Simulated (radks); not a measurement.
Question: Coherent X-ray form factor from a spherical all-electron density. Calculated with a radial shooting solver on a logarithmic mesh with Libxc functionals: scalar-relativistic Kohn-Sham, SCAN, spin-polarised, spherical densities, finite nucleus; meta-GGA in the generalised Kohn-Sham scheme; Fermi nuclear charge, rms radius of each element as measured or else 0.836 A^(1/3) + 0.57 fm.

sin(theta)/lambda (1/angstrom),f0 (electrons)
0.05,59.419
0.1,57.765
0.15,55.274
0.2,52.260
0.25,49.032
0.3,45.835
0.4,40.077
0.5,35.359
0.6,31.474
0.8,25.363
1,21.003
1.25,17.497
1.5,15.208
2,11.600

The species is in the configuration that NIST lists as its ground one. Which atom or ion scatters so?

Answer: The gadolinium ion Gd4+, [Xe] 4f6. Extrapolating in s^2 from the first two rows gives f0(0) = 60.0, near the electron count 60; among species with that count, the fall with angle is slower the higher Z, and the table is that of Z = 64; from so few rows the species is fixed only to a neighbour or two.
